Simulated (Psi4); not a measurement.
Job for Psi4: SAPT0/jun-cc-pV(D+d)Z on C2H4FN (a complex), monomers drawn apart or pushed together.

```
memory 2025 MB

molecule dimer {
0 1
C    -0.08324116    0.48591725   -0.50535480
F    -0.15483518   -0.67060525    0.28178622
H     0.83967750    0.44876088   -1.08227253
H    -0.94935309    0.50293220   -1.16531418
H    -0.08756066    1.35383493    0.15366398
--
0 1
C    -0.29864321   -0.16535799    4.14139057
N    -0.33044623    0.22898007    5.21762364
H    -0.26821927   -0.51983769    3.13021344
units angstrom
symmetry c1
no_reorient
no_com
}

set {
  basis jun-cc-pV(D+d)Z
  scf_type df
  freeze_core true
}

energy('sapt0')
```

It printed:

```
[...]
==> Input File <==

--------------------------------------------------------------------------
memory 2025 MB

molecule dimer {
0 1
C    -0.08324116    0.48591725   -0.50535480
F    -0.15483518   -0.67060525    0.28178622
H     0.83967750    0.44876088   -1.08227253
H    -0.94935309    0.50293220   -1.16531418
H    -0.08756066    1.35383493    0.15366398
--
0 1
C    -0.29864321   -0.16535799    4.14139057
N    -0.33044623    0.22898007    5.21762364
H    -0.26821927   -0.51983769    3.13021344
units angstrom
symmetry c1
no_reorient
no_com
}

set {
  basis jun-cc-pV(D+d)Z
  scf_type df
  freeze_core true
}

energy('sapt0')
--------------------------------------------------------------------------


   => Loading Basis Set <=

    Name: JUN-CC-PV(D+D)Z
    Role: ORBITAL
    Keyword: BASIS
    atoms 1, 6   entry C          line   188 file jun-cc-pv_dpd_z.gbs
    atoms 2      entry F          line   290 file jun-cc-pv_dpd_z.gbs
    atoms 3-5, 8 entry H          line    60 file jun-cc-pv_dpd_z.gbs
    atoms 7      entry N          line   222 file jun-cc-pv_dpd_z.gbs

   => Loading Basis Set <=

    Name: JUN-CC-PV(D+D)Z
    Role: ORBITAL
    Keyword: BASIS
    atoms 1, 6   entry C          line   188 file jun-cc-pv_dpd_z.gbs
    atoms 2      entry F          line   290 file jun-cc-pv_dpd_z.gbs
    atoms 3-5, 8 entry H          line    60 file jun-cc-pv_dpd_z.gbs
    atoms 7      entry N          line   222 file jun-cc-pv_dpd_z.gbs


  //>>>>>>>>>>>>>>>>>>>>>>>>>>>>>>>>>>>//
  //              Dimer HF             //
  //<<<<<<<<<<<<<<<<<<<<<<<<<<<<<<<<<<<//

   => Libint2 <=

    Primary   basis highest AM E, G, H:  7, 6, 3
    Auxiliary basis highest AM E, G, H:  7, 7, 4
    Onebody   basis highest AM E, G, H:  -, -, -
    Solid Harmonics ordering:            Gaussian


   => Loading Basis Set <=

    Name: JUN-CC-PV(D+D)Z
    Role: ORBITAL
    Keyword: BASIS
    atoms 1, 6   entry C          line   188 file jun-cc-pv_dpd_z.gbs
    atoms 2      entry F          line   290 file jun-cc-pv_dpd_z.gbs
    atoms 3-5, 8 entry H          line    60 file jun-cc-pv_dpd_z.gbs
    atoms 7      entry N          line   222 file jun-cc-pv_dpd_z.gbs


         ---------------------------------------------------------
                                   SCF
               by Justin Turney, Rob Parrish, Andy Simmonett
                          and Daniel G. A. Smith
                              RHF Reference
                        1 Threads,   1931 MiB Core
         ---------------------------------------------------------

  ==> Geometry <==

    Molecular point group: c1
    Full point group: C1

    Geometry (in Angstrom), charge = 0, multiplicity = 1:

       Center              X                  Y                   Z               Mass
    ------------   -----------------  -----------------  -----------------  -----------------
         C           -0.083241160000     0.485917250000    -0.505354800000    12.000000000000
         F           -0.154835180000    -0.670605250000     0.281786220000    18.998403162730
         H            0.839677500000     0.448760880000    -1.082272530000     1.007825032230
         H           -0.949353090000     0.502932200000    -1.165314180000     1.007825032230
         H           -0.087560660000     1.353834930000     0.153663980000     1.007825032230
         C           -0.298643210000    -0.165357990000     4.141390570000    12.000000000000
         N           -0.330446230000     0.228980070000     5.217623640000    14.003074004430
         H           -0.268219270000    -0.519837690000     3.130213440000     1.007825032230

  Running in c1 symmetry.

  Rotational constants: A =      0.98015  B =      0.02769  C =      0.02711 [cm^-1]
  Rotational constants: A =  29384.13244  B =    830.09205  C =    812.79027 [MHz]
  Nuclear repulsion =   89.689775550345644

  Charge       = 0
  Multiplicity = 1
  Electrons    = 32
  Nalpha       = 16
  Nbeta        = 16

  ==> Algorithm <==

  SCF Algorithm Type is DF.
  DIIS enabled.
  MOM disabled.
  Fractional occupation disabled.
  Guess Type is SAD.
  Energy threshold   = 1.00e-08
  Density threshold  = 1.00e-08
  Integral threshold = 1.00e-12

  ==> Primary Basis <==

  Basis Set: JUN-CC-PV(D+D)Z
    Blend: JUN-CC-PV(D+D)Z
    Number of shells: 44
    Number of basis functions: 92
    Number of Cartesian functions: 96
    Spherical Harmonics?: true
    Max angular momentum: 2

   => Loading Basis Set <=

    Name: (JUN-CC-PV(D+D)Z AUX)
    Role: JKFIT
    Keyword: DF_BASIS_SCF
    atoms 1, 6   entry C          line   146 file jun-cc-pvdz-jkfit.gbs
    atoms 2      entry F          line   314 file jun-cc-pvdz-jkfit.gbs
    atoms 3-5, 8 entry H          line    70 file jun-cc-pvdz-jkfit.gbs
    atoms 7      entry N          line   202 file jun-cc-pvdz-jkfit.gbs

  ==> Integral Setup <==

  DFHelper Memory: AOs need 0.026 GiB; user supplied 1.414 GiB.
  SCF_SUBTYPE=INCORE selected. In-core MEM_DF algorithm will be used.
  Using in-core A
[...]


  @DF-RHF Final Energy:   -92.88645347189366

   => Energetics <=

    Nuclear Repulsion Energy =             24.0146965005947095
    One-Electron Energy =                -172.7030228503347757
    Two-Electron Energy =                  55.8018728778464066
    Total Energy =                        -92.8864534718936596

Computation Completed


Properties will be evaluated at   0.000000,   0.000000,   0.000000 [a0]

Properties computed using the SCF density matrix


 Multipole Moments:

 ------------------------------------------------------------------------------------
     Multipole            Electronic (a.u.)      Nuclear  (a.u.)        Total (a.u.)
 ------------------------------------------------------------------------------------

 L = 1.  Multiply by 2.5417464519 to convert [e a0] to [Debye]
 Dipole X            :          8.3004973           -8.2641543            0.0363429
 Dipole Y            :         -0.6100629            0.1717286           -0.4383343
 Dipole Z            :       -123.1109024          121.8909678           -1.2199346
 Magnitude           :                                                    1.2968031

 ------------------------------------------------------------------------------------

  Constructing Basis Sets for SAPT...

   => Loading Basis Set <=

    Name: (JUN-CC-PV(D+D)Z AUX)
    Role: RIFIT
    Keyword: DF_BASIS_SAPT
    atoms 1, 6   entry C          line   100 file jun-cc-pvdz-ri.gbs
    atoms 2      entry F          line   232 file jun-cc-pvdz-ri.gbs
    atoms 3-5, 8 entry H          line    30 file jun-cc-pvdz-ri.gbs
    atoms 7      entry N          line   144 file jun-cc-pvdz-ri.gbs

   => Loading Basis Set <=

    Name: (JUN-CC-PV(D+D)Z AUX)
    Role: JKFIT
    Keyword: DF_BASIS_ELST
    atoms 1, 6   entry C          line   146 file jun-cc-pvdz-jkfit.gbs
    atoms 2      entry F          line   314 file jun-cc-pvdz-jkfit.gbs
    atoms 3-5, 8 entry H          line    70 file jun-cc-pvdz-jkfit.gbs
    atoms 7      entry N          line   202 file jun-cc-pvdz-jkfit.gbs


  //>>>>>>>>>>>>>>>>>>>>>>>>>>>>>>>>>>>//
  //               SAPT0               //
  //<<<<<<<<<<<<<<<<<<<<<<<<<<<<<<<<<<<//



        SAPT0
    Ed Hohenstein
     6 June 2009

      Orbital Information
  --------------------------
    NSO        =        92
    NMO        =        92
    NRI        =       316
    NRI (Elst) =       408
    NOCC A     =         9
    NOCC B     =         7
    FOCC A     =         2
    FOCC B     =         2
    NVIR A     =        83
    NVIR B     =        85

    Elst10,r            =    -0.003616028243 [Eh]
    Exch10              =     0.000236029754 [Eh]
    Exch10 (S^2)        =     0.000235981737 [Eh]

    Maxiter = 50
    CPHF R converge = 1.000000E-08

    Iter     Energy [mEh]          dE [mEh]         Residual      Time [s]
       1      -0.12856770       0.128567699     2.812516e-03             0
       2      -0.15384525       0.025277549     1.533143e-03             0
       3      -0.16591343       0.012068180     2.734774e-04             0
       4      -0.16556022      -0.000353211     8.165285e-05             0
       5      -0.16529730      -0.000262916     1.237093e-05             0
       6      -0.16535403       0.000056724     1.900450e-06             0
       7      -0.16535136      -0.000002662     3.553944e-07             0
       8      -0.16535101      -0.000000354     8.978354e-08             0
       9      -0.16535107       0.000000057     1.831758e-08             0
      10      -0.16535108       0.000000015     3.674875e-09             0

    CHF Iterations converged

    Maxiter = 50
    CPHF R converge = 1.000000E-08

    Iter     Energy [mEh]          dE [mEh]         Residual      Time [s]
       1      -0.07277592       0.072775920     2.806763e-03             0
       2      -0.07373463       0.000958706     8.713542e-04             0
       3      -0.08418388       0.010449257     1.471050e-04             0
       4      -0.08403017      -0.000153715     3.508339e-05             0
       5      -0.08389428      -0.000135892     1.135492e-05             0
       6      -0.08393412       0.000039847     6.236302e-06             0
       7      -0.08393044      -0.000003682     1.539074e-06             0
       8      -0.08392740      -0.000003037     3.505192e-07             0
       9      -0.08392821       0.000000806     8.721817e-08             0
      10      -0.08392806      -0.000000150     1.837903e-08             1
      11      -0.08392808       0.000000020     3.171866e-09             1

    CHF Iterations converged

    Ind20,r (A<-B)      =    -0.000165351082 [Eh]
    Ind20,r (B<-A)      =    -0.000083928079 [Eh]
    Ind20,r             =    -0.000249279161 [Eh]
    Exch-Ind20,r (A<-B) =     0.000016294018 [Eh]
    Exch-Ind20,r (B<-A) =     0.000012856464 [Eh]
    Exch-Ind20,r        =     0.000029150482 [Eh]
    Disp20              =    -0.000370972100 [Eh]
    Disp20 (SS)         =    -0.000185486050 [Eh]
    Disp20 (OS)         =    -0.000185486050 [Eh]
    Exch-Disp20         =     0.000010435262 [Eh]
    Exch-Disp20 (SS)    =     0.000005730472 [Eh]
    Exch-Disp20 (OS)    =     0.000004704789 [Eh]

    SAPT Results
  --------------------------------------------------------------------------------------------------------
    Electrostatics                 -3.61602824 [mEh]      -2.26909198 [kcal/mol]      -9.49388084 [kJ/mol]
      Elst10,r                     -3.61602824 [mEh]      -2.26909198 [kcal/mol]      -9.49388084 [kJ/mol]

    Exchange                        0.23602975 [mEh]       0.14811091 [kcal/mol]       0.61969603 [kJ/mol]
      Exch10                        0.23602975 [mEh]       0.14811091 [kcal/mol]       0.61969603 [kJ/mol]
      Exch10(S^2)                   0.23598174 [mEh]       0.14808078 [kcal/mol]       0.61956997 [kJ/mol]

    Induction                      -0.25192438 [mEh]      -0.15808493 [kcal/mol]      -0.66142736 [kJ/mol]
      Ind20,r                      -0.24927916 [mEh]      -0.15642504 [kcal/mol]      -0.65448235 [kJ/mol]
      Exch-Ind20,r                  0.02915048 [mEh]       0.01829220 [kcal/mol]       0.07653458 [kJ/mol]
      delta HF,r (2)               -0.03179570 [mEh]      -0.01995210 [kcal/mol]      -0.08347959 [kJ/mol]

    Dispersion                     -0.36053684 [mEh]      -0.22624028 [kcal/mol]      -0.94658934 [kJ/mol]
      Disp20                       -0.37097210 [mEh]      -0.23278851 [kcal/mol]      -0.97398711 [kJ/mol]
      Exch-Disp20                   0.01043526 [mEh]       0.00654823 [kcal/mol]       0.02739778 [kJ/mol]
      Disp20 (SS)                  -0.18548605 [mEh]      -0.11639425 [kcal/mol]      -0.48699356 [kJ/mol]
      Disp20 (OS)                  -0.18548605 [mEh]      -0.11639425 [kcal/mol]      -0.48699356 [kJ/mol]
      Exch-Disp20 (SS)              0.00573047 [mEh]       0.00359593 [kcal/mol]       0.01504535 [kJ/mol]
      Exch-Disp20 (OS)              0.00470479 [mEh]       0.00295230 [kcal/mol]       0.01235242 [kJ/mol]

  Total HF                         -3.63192287 [mEh]      -2.27906601 [kcal/mol]      -9.53561217 [kJ/mol]
  Total SAPT0                      -3.99245970 [mEh]      -2.50530629 [kcal/mol]     -10.48220151 [kJ/mol]

  Special recipe for scaled SAPT0 (see Manual):
    Electrostatics sSAPT0          -3.61602824 [mEh]      -2.26909198 [kcal/mol]      -9.49388084 [kJ/mol]
    Exchange sSAPT0                 0.23602975 [mEh]       0.14811091 [kcal/mol]       0.61969603 [kJ/mol]
    Induction sSAPT0               -0.25190658 [mEh]      -0.15807377 [kcal/mol]      -0.66138063 [kJ/mol]
    Dispersion sSAPT0              -0.36053047 [mEh]      -0.22623628 [kcal/mol]      -0.94657261 [kJ/mol]
  Total sSAPT0                     -3.99243553 [mEh]      -2.50529112 [kcal/mol]     -10.48213805 [kJ/mol]
  --------------------------------------------------------------------------------------------------------



*** Psi4 exiting successfully. Buy a developer a beer!
```

The run finished.

Cost: about 6 core-seconds (a rough figure).
